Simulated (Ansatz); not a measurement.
The cluster Cu₂Br (the lowest doublet isomer of a short search) was relaxed with PBE0-D4 (def2-TZVP) in Ansatz in these states: neutral doublet, neutral quartet. The geometries follow in no particular order.

A:

```xyz
3

Cu    1.170   -0.810   -0.011
Cu   -1.202   -0.445    0.618
Br    0.032    1.255   -0.607
```

B:

Cartesian coordinates in Å:
```
Cu -0.536 0.778 -1.004
Cu 1.140 -0.736 -0.246
Br -0.603 -0.042 1.250
```

**Question.** Judge from the bond lengths which geometry belongs to which state (an estimate).

**Answer.** A is the neutral quartet (Cu1–Cu2 2.480 Å, Cu2–Br3 2.432 Å, Cu1–Br3 2.432 Å); B is the neutral doublet (Cu1–Cu2 2.383 Å, Cu2–Br3 2.399 Å, Cu1–Br3 2.399 Å).
